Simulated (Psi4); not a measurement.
C₃H₇Si (SMILES [CH]1CC[SiH2]1), doublet, geometry from GFN2-xTB; CAM-B3LYP/STO-3G run with Psi4.

Input for Psi4:
```
memory 2 GB

molecule {
0 2
  C     0.53087384    1.10068779    0.00731500
  C    -0.90108686    0.99595056    0.39166468
  C    -1.06898715   -0.52728953    0.22356600
  Si    0.76763734   -0.70854720   -0.31392217
  H     1.08893990    2.02274862   -0.01814969
  H    -1.55955984    1.58171639   -0.25961514
  H    -1.09359648    1.34586690    1.41214118
  H    -1.34881192   -1.02444038    1.14879885
  H    -1.81473595   -0.78861080   -0.52281634
  H     1.62667058   -1.47814220    0.59287010
  H     0.98937203   -1.15557062   -1.69359263
}

set basis sto-3g
set reference uks
set cholesky_tolerance 1e-3
set scf_type cd

energy('cam-b3lyp')
print_variables()
```

Task: Predict the main parts of the log of this Psi4 run.

Result: 
```
   => Loading Basis Set <=

    Name: STO-3G
    Role: ORBITAL
    Keyword: BASIS

Traceback (most recent call last):
  File "psi4", line 375, in <module>
  File "<string>", line 34, in <module>
  File "site-packages/psi4/driver/driver.py", line 533, in energy
  File "site-packages/psi4/driver/procrouting/proc.py", line 2760, in run_scf
  File "site-packages/psi4/driver/procrouting/proc.py", line 1939, in scf_helper
  File "site-packages/psi4/driver/procrouting/proc.py", line 1433, in scf_wavefunction_factory
  File "site-packages/psi4/driver/procrouting/proc.py", line 1397, in build_functional_and_disp
  File "site-packages/psi4/driver/procrouting/dft/superfunctionals.py", line 135, in build_superfunctional

psi4.driver.p4util.exceptions.ValidationError: SCF: SCF_TYPE (CD) not supported for range-separated functionals, plese use SCF_TYPE = 'DF' to automatically select the correct JK build.

Printing out the relevant lines from the Psithon --> Python processed input file:
    core.IO.set_default_namespace("")
    core.set_global_option("BASIS", "sto-3g")
    core.set_global_option("REFERENCE", "uks")
    core.set_global_option("CHOLESKY_TOLERANCE", 1e-3)
    core.set_global_option("SCF_TYPE", "cd")
--> energy('cam-b3lyp')
    print_variables()

!----------------------------------------------------------------------------------!
!                                                                                  !
!  SCF: SCF_TYPE (CD) not supported for range-separated functionals, plese use     !
!     SCF_TYPE = 'DF' to automatically select the correct JK build.                !
!                                                                                  !
!----------------------------------------------------------------------------------!
```

The program refused the input.
